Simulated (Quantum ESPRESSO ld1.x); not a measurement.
The numbers below are computed, except where a source is named.
All-electron atom: Te XII in [Kr] 4d5. Level of theory: non-relativistic Kohn-Sham, LDA (Slater exchange, VWN5 correlation), spin-polarised, spherical densities, point nucleus; open shells are filled with parallel spins first; relativity is left out, which matters for an element this heavy (ld1.x of Quantum ESPRESSO 7.5).

Normalised radial functions P(r) = r R(r), r in bohr:

r           4p up  4p down    5p up
0.001905   0.0026   0.0026   0.0014
0.002501   0.0044   0.0044   0.0024
0.003282   0.0074   0.0073   0.0041
0.004274   0.0121   0.0121   0.0067
0.00561    0.0202   0.0202   0.0111
0.007363   0.0332   0.0332   0.0183
0.009665   0.0539   0.0539   0.0297
0.01269    0.0858   0.0857   0.0473
0.01665    0.1330   0.1329   0.0733
0.02186    0.1994   0.1992   0.1099
0.02869    0.2853   0.2851   0.1571
0.03766    0.3832   0.3828   0.2108
0.04943    0.4699   0.4693   0.2580
0.06488    0.5012   0.5006   0.2740
0.08448    0.4213   0.4206   0.2278
0.1109     0.1768   0.1762   0.0901
0.1455    -0.2145  -0.2149  -0.1271
0.191     -0.6092  -0.6088  -0.3389
0.2508    -0.7503  -0.7489  -0.3952
0.3291    -0.4234  -0.4203  -0.1766
0.432      0.3122   0.3165   0.2518
0.5671     1.0503   1.0518   0.5793
0.7444     1.3185   1.3155   0.4435
0.977      1.0199   1.0187  -0.1816
1.272      0.5190   0.5227  -0.8130
1.67       0.1571   0.1612  -0.9522
2.192      0.0254   0.0269  -0.5808
2.877      0.0019   0.0020  -0.1872
3.776      0.0000   0.0001  -0.0285
4.957      0.0000   0.0000  -0.0017

4p up: eigenvalue -308.96 eV, 2 radial nodes at r = 0.127, 0.389 bohr, <r> = 0.786 bohr, 90 % of the charge inside 1.13 bohr. 4p down: eigenvalue -302.68 eV, 2 radial nodes at r = 0.126, 0.388 bohr, <r> = 0.787 bohr, 90 % of the charge inside 1.14 bohr. 5p up (empty): eigenvalue -142.53 eV, 3 radial nodes at r = 0.125, 0.371, 0.913 bohr, <r> = 1.58 bohr, 90 % of the charge inside 2.21 bohr.
